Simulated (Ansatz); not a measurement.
Cost and result for the atomization energy of CH₃BBr, SMILES `C[B]Br` radical (6 atoms, 5 bonds).

Total charge 0; spin multiplicity 2. Correlated methods include outer-core shells of Br, which these sets cover unevenly. Scalar relativity is left out up to krypton. All single points use the PBE0-D4/def2-TZVP geometry. Program: Ansatz. All runs use 2 threads of a server CPU on a shared host. Times are those of one run each, without the atoms' runs, and a repeat can differ threefold. Electronic energies, without spin–orbit coupling; frozen cores. CCSD(T)/CBS adds CCSD(T) − MP2 in def2-TZVPP to the MP2 limit, and its time is that of the two runs behind it. T1 = 0.012; ⟨S²⟩ of the reference is 0.76. With those shells the extrapolation isn't a true limit.

CCSD(T)/CBS is a level of theory with its own doubt, some kJ/mol a heavy atom from the limit and from the frozen cores, so smaller differences don't rank the functionals.

| level | functions | wall time | atomization (kcal/mol) | difference from CCSD(T)/CBS | per bond |
| --- | --- | --- | --- | --- | --- |
| LDA (SPW92)/def2-TZVPP | 152 | 1.9 s | 553.3 | 70.9 | 14.2 |
| BLYP-D4/def2-TZVPP | 152 | 2.7 s | 482.8 | 0.4 | 0.1 |
| PBE0-D4/def2-TZVPP | 152 | 2.9 s | 491.9 | 9.5 | 1.9 |
| BHLYP-D4/def2-TZVPP | 152 | 4.1 s | 474.7 | -7.7 | -1.5 |
| CAM-B3LYP-D4/def2-TZVPP | 152 | 4.6 s | 485.8 | 3.4 | 0.7 |
| B2PLYP/def2-TZVPP | 152 | 6 s | 480.5 | -1.9 | -0.4 |
| PBE-QIDH/def2-TZVPP | 152 | 6.5 s | 487.4 | 5.0 | 1.0 |
| CCSD(T)/def2-SVP | 75 | 7 s | 462.7 | -19.7 | -3.9 |
| B97M-V/def2-TZVPP | 152 | 12 s | 488.3 | 5.9 | 1.2 |
| ωB97X-V/def2-TZVPP | 152 | 12 s | 483.2 | 0.8 | 0.2 |
| MP2/def2-QZVPP | 293 | 17 s | 487.5 | 5.1 | 1.0 |
| CCSD(T)/def2-TZVPP | 152 | 120 s | 471.2 | -11.2 | -2.2 |
| CCSD(T)/CBS(def2) | – | 2.2 min | 482.4 | 0.0 | 0.0 |

From BLYP to BHLYP (50 % exact exchange), in def2-TZVPP and without D4, the atomization energy moves by −6.0 kcal/mol: exact exchange takes away binding that semilocal exchange gives to molecules. Leaving LDA and LC-ωPBE aside and taking each functional with its dispersion term where it has one, the values, not all of them listed here, spread over 23.3 kcal/mol, from BHLYP-D4 to PBE-D4. LDA lies +57.7 kcal/mol from PBE without D4, its usual overbinding. At CCSD(T), def2-SVP lies −19.7 kcal/mol from the extrapolated value and def2-TZVPP −11.2 kcal/mol: correlation converges slowly with the basis, and small sets miss more of it in the bonded molecule than in its fragments.
